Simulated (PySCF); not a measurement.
Cl3Si, SMILES Cl[Si](Cl)Cl, multiplicity 2. Atoms are numbered in the order given.

```xyz
4

Cl     1.6776     0.9686    -0.1503
Si     0.0000     0.0000     0.5476
Cl     0.0000    -1.9371    -0.1503
Cl    -1.6776     0.9686    -0.1503
```
Charge 0, spin multiplicity 2.

The structure is a stationary point at PBE0-D3(BJ)/def2-SVP. The isomer is the one that the SMILES or the coordinates give; other isomers of the formula were not compared.

These are B3LYP/def2-TZVPD (PySCF) values and carry that method's errors.

Mulliken values depend strongly on the basis, most of all with diffuse functions as here. ESP charges are fitted to the potential on shells at 1.4 to 2.0 van der Waals radii. Atomic charges (e):

```json
[
 {"atom": "Cl1", "ESP fit": "[?]", "Mulliken": "-0.20", "meta-Löwdin": "-0.24", "Mulliken spin": "0.10"},
 {"atom": "Si2", "ESP fit": "[?]", "Mulliken": "0.61", "meta-Löwdin": "0.73", "Mulliken spin": "0.70"},
 {"atom": "Cl3", "ESP fit": "[?]", "Mulliken": "-0.20", "meta-Löwdin": "-0.24", "Mulliken spin": "0.10"},
 {"atom": "Cl4", "ESP fit": "[?]", "Mulliken": "-0.20", "meta-Löwdin": "-0.24", "Mulliken spin": "0.10"}
]
```

### Question
Fill in the missing entries. (An estimate is asked for; the answer gives what the named calculation found.)

### Answer

- Cl1, ESP fit: -0.06
- Si2, ESP fit: 0.19
- Cl3, ESP fit: -0.06
- Cl4, ESP fit: -0.06
